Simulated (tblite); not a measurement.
dimethyl carbonate (C3H6O3), singlet, geometry from GFN2-xTB; GFN1-xTB (tblite 0.6.0).

Input for tblite:
```
$ tblite run mol.xyz --method gfn1 --charge 0 --spin 0 --json tblite.json --no-restart

# file mol.xyz
12

C      2.32517331     0.09994214     0.05033470
O      1.10482066    -0.54437804     0.39359877
C     -0.00225252     0.06041020    -0.03827659
O     -0.04037348     1.07614926    -0.67209545
O     -1.06015611    -0.65053184     0.35332550
C     -2.32406787    -0.12639913    -0.03399431
H      2.33572923     1.12457047     0.42682949
H      3.11149818    -0.48764306     0.51637074
H      2.45383247     0.12126973    -1.03361495
H     -3.06483642    -0.80965771     0.37240314
H     -2.40104093    -0.07929089    -1.12196490
H     -2.46262854     0.87711717     0.37296294
```

Output, abridged:

```
xTB calculator
 | screened Coulomb repulsion
 | Coulomb electrostatics
 |  * isotropic Klopman-Ohno-Mataga-Nishimoto electrostatics
 |  * onsite third-order electrostatics
 | DFT-D3(BJ) dispersion correction

halogen bonding energy    0.0000000000000E+00 Eh
repulsion energy          1.8706487027081E-01 Eh
dispersion energy        -3.2108102411417E-03 Eh
number of electrons       3.6000000000000E+01 e
integral cutoff           1.9731147476801E+01 bohr

------------------------------------------------------------
  cycle        total energy    energy error   density error
------------------------------------------------------------
      1     -23.17178966857  -2.3355644E+01   6.5604550E-01
      2     -23.70143050707  -5.2964084E-01   3.1929466E-01
      3     -23.70667780409  -5.2472970E-03   1.6443729E-01
      4     -23.70652948843   1.4831566E-04   1.7636911E-02
      5     -23.70719021588  -6.6072745E-04   4.4064476E-03
      6     -23.70724616273  -5.5946847E-05   2.5185760E-03
      7     -23.70726184929  -1.5686565E-05   3.9412387E-04
      8     -23.70726221070  -3.6141029E-07   1.9186799E-04
      9     -23.70726231882  -1.0811404E-07   2.2670298E-06
------------------------------------------------------------

electronic energy        -2.3891116378848E+01 Eh
total energy             -2.3707262318818E+01 Eh

Post processing:
 | Mayer-Wiberg bond orders

[Info] JSON dump of results written to 'tblite.json'
```
